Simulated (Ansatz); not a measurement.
Relaxing a trial structure of CdFHS

The starting geometry of this gas-phase triplet was optimised with GFN2-xTB.

```xyz
4

Cd   -1.3509    0.7270    0.5314
F     0.3983   -0.3514    1.4008
S     0.3071   -0.4114   -1.8219
H     1.0379   -0.8192   -0.7898
```

Q: Predict what it relaxes into with PBE0-D4/def2-SVP.

A: It loosens into CdS + FH, which stay close as a complex. Distances that change by over a tenth: Cd1–S3 (3.10 → 2.54 Å). Contacts that open: Cd1–F2 (2.23 → 2.71 Å), S3–H4 (1.33 → 2.14 Å). Contacts that close: F2–H4 (2.33 → 0.95 Å).

The energy falls by 1.00 eV over 13 steps:

```tsv
step	E − E(last) (eV)
1	0.999
2	0.675
4	0.583
5	0.559
6	0.444
8	0.102
9	0.068
10	0.006
12	0.000
13	0.000
```

Final geometry (Å):

```tsv
atom	x (Å)	y (Å)	z (Å)
Cd	-1.3461	0.7050	0.0580
F	0.8144	-0.6218	1.0264
S	0.0462	-0.2422	-1.8439
H	0.8780	-0.6961	0.0800
```

No frequencies were run, so the end isn't proven a minimum. Open shells are spin-unrestricted. The triplet needn't be the ground state. Atoms past krypton carry core potentials, without spin–orbit terms. Run with Ansatz 0.2.0, 26 s on 2 threads of Intel(R) Xeon(R) 6975P-C (Granite Rapids) (shared host).
